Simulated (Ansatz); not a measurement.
Isolated molecules relaxed with PBE0-D4/def2-TZVP in Ansatz; ΔE leaves out vibrations. CCSD(T)/CBS adds triple-zeta CCSD(T) − MP2 to the extrapolated MP2 energy (def2 sets, frozen cores). This one scheme is used for every species. DFT in def2-TZVPP. B3LYP here is the variant with VWN-RPA as its local correlation; programs differ in this. HSE06 is defined as in plane-wave codes. For Ge, Se outer-core shells are correlated without core-valence functions, which leaves a few kJ/mol of doubt a bond. Scalar relativity is left out up to krypton. Each species was taken in one conformer, which may not be the lowest.

Reaction (formal exchange of groups at the Se–Ge bond): `[F][GeH]([F])[SeH]` + `NBF` → `NB(F)[SeH]` + `[F][GeH2][F]`

```csv
level,ΔE (kcal/mol),difference from CCSD(T)/CBS
LDA (SPW92),1.9,-1.1
PBE-D4,3.5,0.5
revPBE-D4,3.0,0.0
BLYP-D4,4.4,1.4
B97M-V,1.7,-1.3
PBE0-D4,3.2,0.2
B3LYP-D4,4.1,1.1
r2SCANh-D4,3.0,0.0
r2SCAN0-D4,3.0,0.0
HSE06-D4,3.2,0.2
BHLYP-D4,4.1,1.1
CAM-B3LYP-D4,3.3,0.3
ωB97X-V,2.9,-0.1
ωB97M-V,3.3,0.3
B2PLYP,3.6,0.6
PBE-QIDH,2.7,-0.3
PBE,3.5,0.5
revPBE,3.8,0.8
BLYP,4.6,1.6
r2SCAN,3.0,0.0
PBE0,3.2,0.2
B3LYP,4.1,1.1
HSE06,3.2,0.2
BHLYP,3.8,0.8
CAM-B3LYP,3.3,0.3
LC-ωPBE,2.1,-0.9
RPA@PBE/def2-TZVPP,2.4,-0.6
MP2/def2-SVP,0.8,-2.2
CCSD/def2-SVP,1.1,-1.9
CCSD(T)/def2-SVP,1.1,-1.9
HF/def2-TZVPP,3.8,0.8
MP2/def2-TZVPP,2.5,-0.5
SCS-MP2/def2-TZVPP,2.8,-0.2
CCSD/def2-TZVPP,2.7,-0.3
CCSD(T)/def2-TZVPP,2.7,-0.3
HF/def2-QZVPP,3.7,0.7
MP2/def2-QZVPP,2.7,-0.3
SCS-MP2/def2-QZVPP,2.8,-0.2
HF/CBS(def2),3.7,0.7
MP2/CBS(def2),2.8,-0.2
CCSD(T)/CBS,3.0,0
```

Largest T1 diagnostic among the species: 0.012.

In def2-TZVPP, CCSD(T) changes the Hartree–Fock value by −1.1 kcal/mol (the triples alone add −0.0 kcal/mol) and MP2 by −1.2 kcal/mol. From BLYP to BHLYP (50 % exact exchange), in def2-TZVPP and without D4, ΔE moves by −0.8 kcal/mol. At CCSD(T), def2-SVP lies −1.9 kcal/mol from the extrapolated value and def2-TZVPP −0.3 kcal/mol.
